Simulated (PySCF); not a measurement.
A GIAO shielding run with PySCF (density fitting, non-relativistic, gas phase) on `CO[Si@@H](F)C/C=C/F`, C4H8F2OSi:

```
$ OMP_NUM_THREADS=1 python probes_run.py task.json out

{"job": {"kind": "nmr", "xc": "PBE0", "basis": "pcSseg-1"}, "charge": 0, "multiplicity": 1}
C     -3.220825     0.051703    -0.011641
O     -1.901464    -0.194212     0.397002
Si    -0.510252     0.305698    -0.236955
F     -0.507684     1.921916    -0.284829
C      0.801568    -0.283996     0.999075
C      2.145722     0.211925     0.608290
C      3.115803    -0.566623     0.170615
F      4.313168    -0.070958    -0.204304
H     -3.381596     1.117721    -0.177741
H     -3.884325    -0.299679     0.778117
H     -3.436923    -0.488886    -0.934757
H     -0.286446    -0.060899    -1.625311
H      0.552641     0.099082     1.990188
H      0.808480    -1.370947     1.057670
H      2.309498     1.277767     0.666995
H      3.075036    -1.640667     0.063658
```

Hardware: 1 thread of an Arm Neoverse V2, shared host. The job also computes population analyses, field gradients.

(1) How large is the calculation?

(2) How long does it take, and how much memory does it need?

Answers

(1) 72 electrons, 183 basis functions and 972 auxiliary functions.

(2) 33 s of wall time, with 14 SCF cycles and 4 response iterations; peak memory 0.82 GiB. Times on a shared host scatter by some tens of per cent.
